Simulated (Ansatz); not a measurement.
Computed with Ansatz.

Basis-set series for AlH₅InNO, SMILES `[NH2][InH][AlH][OH]`. Total charge 0; spin multiplicity 1. In takes the def2 core potential. The structure was optimised at the PBE0-D4/def2-TZVP level. It is one conformer, not always the lowest.

```json
{"functional": "PBE0-D4", "basis": "def2-SVP", "functions": "97", "energy (Eh)": "-565.14866", "HOMO (eV)": "-6.65", "LUMO (eV)": "-1.89"}
{"functional": "PBE0-D4", "basis": "def2-QZVPP", "functions": "416", "energy (Eh)": "-565.43043", "HOMO (eV)": "-6.89", "LUMO (eV)": "-2.11"}
{"functional": "ωB97M-V", "basis": "def2-SVP", "functions": "97", "energy (Eh)": "-565.28107", "HOMO (eV)": "-8.79", "LUMO (eV)": "-0.20"}
{"functional": "ωB97M-V", "basis": "def2-QZVPP", "functions": "416", "energy (Eh)": "-565.56819", "HOMO (eV)": "-8.96", "LUMO (eV)": "-0.55"}
```

(1) Give the rows for def2-TZVPP. (Estimate.)

Results:

(1) The calculation gave: 
```csv
functional,basis,functions,energy (Eh),HOMO (eV),LUMO (eV)
PBE0-D4,def2-TZVPP,224,-565.41269,-6.84,-2.07
ωB97M-V,def2-TZVPP,224,-565.55081,-8.93,-0.46
```
